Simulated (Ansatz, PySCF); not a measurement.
Gas-phase reaction in SMILES: C[Si](C)(N)N → C[Si](C)([NH])N + H atom (the H-N bond at the site shown breaks; other sites are not compared here)
Each molecule is optimised on its own at B3LYP-D3(BJ)/def2-TZVP (Ansatz, a first-principles code), one conformer each, not searched for the lowest. Frequencies are from Ansatz or PySCF.
Geometry of the first species:
SMILES: C[Si](C)(N)N
```xyz
15

C      0.9644    -0.8531     1.3406
Si     0.0073    -0.0002    -0.0291
C     -1.4796     0.8638     0.7210
N     -0.3374    -1.2341    -1.1815
N      0.8565     1.2233    -0.8959
H      0.3760    -1.6464     1.8103
H      1.8852    -1.2996     0.9591
H      1.2363    -0.1407     2.1230
H     -2.0893     0.1585     1.2903
H     -1.1793     1.6631     1.4044
H     -2.1116     1.3043    -0.0532
H     -0.8128    -1.0211    -2.0439
H     -0.4923    -2.1875    -0.8972
H      1.6812     1.0030    -1.4312
H      0.8618     2.1798    -0.5815
```
Charge 0, spin multiplicity 1.

Quantity: bond dissociation energy (0 K, with B3LYP-D3(BJ) harmonic zero-point energies), in eV. Valence correlation only, unless marked. Open shells are spin-unrestricted. No spin-orbit coupling. Non-relativistic. CBS(X,Y): correlation extrapolated as X^-3; Hartree-Fock from the larger set.

Level to compare with: CCSD(T)/CBS(cc-pV(T+d)Z,cc-pV(Q+d)Z) (Ansatz), 4.79 eV. It is a level with limits of its own, and the differences hold the functionals' basis error too.

Rank these functionals by how close they come to CCSD(T)/CBS(cc-pV(T+d)Z,cc-pV(Q+d)Z), closest first: CAM-B3LYP/def2-TZVPD (Ansatz); r2SCAN0/def2-TZVPD (Ansatz); SVWN5/def2-TZVPD (Ansatz).

CAM-B3LYP/def2-TZVPD (range-separated hybrid, 4.66 eV, difference -0.13), r2SCAN0/def2-TZVPD (hybrid meta-GGA, 4.52 eV, difference -0.27), SVWN5/def2-TZVPD (LDA, 5.22 eV, difference 0.43)
